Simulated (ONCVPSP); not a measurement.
# molybdenum (Mo): one change to an ONCV potential, before and after

Mo (Z = 42), optimised norm-conserving Vanderbilt (ONCV), made with ONCVPSP 4.0.1 (PBE, fully relativistic). Core [Ar] 3d10, reference 4s2 4p6 4d5 5s1. Waves: 4s+5s: rc 1.75 bohr, ncon 5, nbas 8, qcut 6.8 1/bohr, 2 projectors; 4p: rc 1.90 bohr, ncon 4, nbas 7, qcut 7.4 1/bohr, 1 projector; 4d: rc 1.75 bohr, ncon 3, nbas 7, qcut 7.8 1/bohr, local. Local part: the d channel. Core correction: Teter function, fcfact 5.25, rcfact 1.4.

Open shells are filled in proportion to 2j + 1.

All-electron outer shells of the reference configuration (PBE, scalar-relativistic, ld1.x):

```csv
shell,level (eV),outermost node (bohr),outermost maximum (bohr)
3d,-220.98,–,0.32
4s,-64.35,0.51,0.99
4p,-38.49,0.52,1.08
5s,-4.09,1.34,2.93
4d,-3.75,0.53,1.38
```

Change: all radii but the core radius scaled by about 0.84 (s 1.48, p 1.60, d 1.48 bohr).

Cutoffs: the cutoffs (Ha) at which the residual kinetic energy of the hardest occupied pseudo-wave falls to 1 and 0.1 mHa per electron; they do not see the model core or the augmentation charge, which bear on the density cutoff. Errors are all-electron minus pseudo energies relative to the spin-unpolarised reference configuration.

Problem. What does the change do?

Solution. The potential gets harder (20 Ha and 27 Ha → 29 Ha and 70 Ha); of the 4 tests that both files solve, the error grows in 1 and shrinks in 0 by more than 15 % and 0.3 meV (median size 0.3 → 0.6 meV); neither file shows a bound ghost. A smaller radius makes the pseudo-wave follow the all-electron one further in, where it bends more sharply, so more plane waves are needed. In the base the local d channel has no projectors, so it cannot carry the spin–orbit splitting, and the file is wrong for that shell. In the changed file the local d channel has no projectors, so it cannot carry the spin–orbit splitting, and the file is wrong for that shell.

```tsv
quantity	base	changed
cutoff, loose	20 Ha	29 Ha
cutoff, tight	27 Ha	70 Ha
loose cutoff by channel	s 20 Ha, p 13 Ha, d 19 Ha	s 29 Ha, p 19 Ha, d 20 Ha
bound ghosts	none	none
GHOST(+) flags under 300 eV	none	s at 131.1 eV
largest miss of a reference level, eV	0.12	0.12
error for 4s2 4p6 4d5 5s0, meV [ΔE 6.89 eV]	-0.5	-0.4
error for 4s2 4p6 4d4 5s0, meV [ΔE 22.35 eV]	+0.1	+0.9
error for 4s2 4p6 4d3 5s0, meV [ΔE 49.09 eV]	+6.9	+6.5
error for 4s2 4p6 4d5 5s0.5, meV [ΔE 2.73 eV]	-0.1	-0.1
rms error of d²Exc/dni dnj with the model core, mHa	3.37	3.61
```
